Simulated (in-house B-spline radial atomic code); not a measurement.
Computed with a B-spline radial atomic code. Model: two electrons, singlet ground state, non-relativistic, full CI in B-splines with partial waves to l = 8 (at full coupling up to 3e-4 hartree above the limit, correlation up to 0.6 % small), density held at that of full coupling by Lieb maximisation.

Along the adiabatic connection the electron repulsion is scaled by a coupling λ while a local potential keeps the density fixed. At λ = 0 the system is the Kohn-Sham one and W equals the exchange energy; the exchange-correlation energy is the area under W between 0 and 1. The kinetic energy rises with λ as the electrons avoid each other, with dT/dλ = −λ dW/dλ.

Command:
```bash
python run_ac.py task.json out
```
Settings (lengths in bohr, energies in hartree):
```
potential              coulomb
strength               1.35
lmax                   8
```

Run time, properties included: 30 s on 1 thread of Intel(R) Xeon(R) Processor @ 2.30GHz, on a shared host.

**W = mean repulsion less Hartree energy, and W of three functionals.**

Given: confinement point charge; nuclear charge 1.35; external potential -Z/r.

Computed: LDA exchange minus exact 81.531 millihartree; PBE exchange minus exact 0.69073 millihartree.

| coupling | W xc (hartree) | W xc minus exchange (millihartree) | kinetic minus Kohn-Sham (millihartree) | LDA (PW92) W minus its exchange (millihartree) | PBE W minus its exchange (millihartree) | SCAN W minus its exchange (millihartree) |
| --- | --- | --- | --- | --- | --- | --- |
| 0 | -0.61416 | 0 | 0 | 0 | 0 | 0 |
| 0.02 | -0.61618 | -2.024 | 0.02 | -10.6 | -1.64 | -1.79 |
| 0.05 | -0.61916 | -5.001 | 0.12 | -21.21 | -4.15 | -4.38 |
| 0.12 | -0.62585 | -11.69 | 0.69 | -39.52 | -9.98 | -10.11 |
| 0.25 | -0.63738 | -23.223 | 2.81 | -64.1 | -20.43 | -19.83 |
| 0.4 | ? | ? | ? | ? | ? | ? |
| 0.6 | -0.66363 | -49.469 | 13.78 | -107.83 | -45.27 | -41.78 |
| 0.8 | ? | ? | ? | ? | ? | ? |
| 1 | -0.68707 | -72.915 | 32.34 | -141.09 | -68.42 | -61.7 |
| 1.4 | -0.70553 | -91.376 | 54.36 | -165.72 | -87.37 | -77.88 |
| 2 | -0.72679 | -112.63 | 90.17 | -193.55 | -110.22 | -97.28 |
| 3 | -0.75148 | -137.32 | 151.02 | -226.34 | -138.64 | -121.15 |
| 4.5 | -0.77494 | -160.78 | 237.56 | -259.12 | -168.21 | -145.28 |

(1) What belongs in the row 0.4?

(2) What belongs in the row 0.8?

(3) What is the SCAN exchange minus exact?

**Energy parts, natural occupations and partial-wave weights.**

Computed: total energy -1.1312 hartree; exchange energy -0.61416 hartree; correlation energy -0.040572 hartree; initial slope twice GL2 -0.10195 hartree; kinetic part over minus potential part 0.44357; Kohn-Sham kinetic 1.0987 hartree; Lieb Oxford ratio E_xc over LDA exchange 1.2292.

```tsv
natural	occupation of the shell (electrons)
s	1.9583
s	?
p	0.015857
d	0.00054296
p	0.00042819
s	0.00027034
```

(4) What belongs in the row s?

| wave | weight |
| --- | --- |
| s | 0.99149 |
| p | 0.0081611 |
| d | ? |
| f | 3.8633e-05 |
| g | 8.5711e-06 |

(5) What belongs in the row d?

(6) What is the Hartree energy?

(7) What is the kinetic part of the DFT correlation energy?

## Answers

(1) W xc (hartree): -0.64941; W xc minus exchange (millihartree): -35.253; kinetic minus Kohn-Sham (millihartree): 6.71; LDA (PW92) W minus its exchange (millihartree): -85.47; PBE W minus its exchange (millihartree): -31.67; SCAN W minus its exchange (millihartree): -29.88.

(2) W xc (hartree): -0.67608; W xc minus exchange (millihartree): -61.926; kinetic minus Kohn-Sham (millihartree): 22.48; LDA (PW92) W minus its exchange (millihartree): -125.89; PBE W minus its exchange (millihartree): -57.46; SCAN W minus its exchange (millihartree): -52.29.

(3) -6.6591 millihartree.

(4) occupation of the shell (electrons): 0.024408.

(5) weight: 0.0003017.

(6) 1.2283 hartree.

(7) 0.032343 hartree.

Half-way to full coupling W has made 58 % of its drop, against 50 % for a straight line, and second-order (GL2) theory, half the initial slope, overshoots the correlation energy by about 26 %: a moderate bend, as in light atoms. Over couplings 0 to 1 the errors in E_xc come to about +32 millihartree for LDA, +4.1 millihartree for PBE, -0.5 millihartree for SCAN, so SCAN is nearest. In LDA and SCAN the errors of exchange and correlation have opposite signs, so the sum is smaller than the larger of the two.
